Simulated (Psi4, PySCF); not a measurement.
Intermolecular potential of Cl2CrO2 ··· H2O (SMILES [O]=[Cr](=[O])([Cl])[Cl] and O). Monomers: optimised at B3LYP-D3(BJ) (def2-TZVP), held rigid. Orientation: lowest of the rigid-body minima from ten starts at GFN2-xTB. The monomers approach along the line of their centres of mass (distance R); nothing else relaxes.

Computed with: RHF/STO-3G = restricted Hartree-Fock/STO-3G, no counterpoise correction run with PySCF; RHF/LANL2DZ = restricted Hartree-Fock/LANL2DZ, with its core potentials past Ne, no counterpoise correction run with PySCF; RKS-B3LYP/6-31G* = PySCF with restricted B3LYP/6-31G*, spherical d, no counterpoise correction; wB97M-V/def2-TZVP, counterpoise-corrected (Psi4).

Interaction energies in kcal/mol:

```json
[
 {"R / Å": "2.67", "RHF/STO-3G": "0.58", "RHF/LANL2DZ": "14.37", "RKS-B3LYP/6-31G*": "8.24"},
 {"R / Å": "2.94", "RHF/STO-3G": "-5.37", "RHF/LANL2DZ": "3.44", "RKS-B3LYP/6-31G*": "-0.27"},
 {"R / Å": "3.10", "RHF/STO-3G": "-5.87", "RHF/LANL2DZ": "0.34", "RKS-B3LYP/6-31G*": "-2.54"},
 {"R / Å": "3.33", "RHF/STO-3G": "-4.89", "RHF/LANL2DZ": "-1.71", "RKS-B3LYP/6-31G*": "-3.84"},
 {"R / Å": "3.47", "RHF/STO-3G": "-3.98", "RHF/LANL2DZ": "-2.18", "RKS-B3LYP/6-31G*": "-4.01"},
 {"R / Å": "3.82", "RHF/STO-3G": "-2.04", "RHF/LANL2DZ": "-2.33", "RKS-B3LYP/6-31G*": "-3.69"},
 {"R / Å": "4.07", "RHF/STO-3G": "-1.21", "RHF/LANL2DZ": "-2.08", "RKS-B3LYP/6-31G*": "-3.29"},
 {"R / Å": "4.60", "RHF/STO-3G": "-0.44", "RHF/LANL2DZ": "-1.36", "RKS-B3LYP/6-31G*": "-2.42"},
 {"R / Å": "5.32", "RHF/STO-3G": "-0.15", "RHF/LANL2DZ": "-0.65", "RKS-B3LYP/6-31G*": "-1.39"},
 {"R / Å": "6.31", "RHF/STO-3G": "-0.04", "RHF/LANL2DZ": "-0.27", "RKS-B3LYP/6-31G*": "-0.43"},
 {"R / Å": "7.56", "RHF/STO-3G": "0.00", "RHF/LANL2DZ": "-0.10", "RKS-B3LYP/6-31G*": "-0.07"}
]
```

**Question.** Estimate the wB97M-V/def2-TZVP values at these points.

**Answer.** 2.67: 13.81; 2.94: 3.54; 3.10: 0.41; 3.33: -1.79; 3.47: -2.30; 3.82: -2.31; 4.07: -1.90; 4.60: -1.07; 5.32: -0.48; 6.31: -0.18; 7.56: -0.06 (kcal/mol).
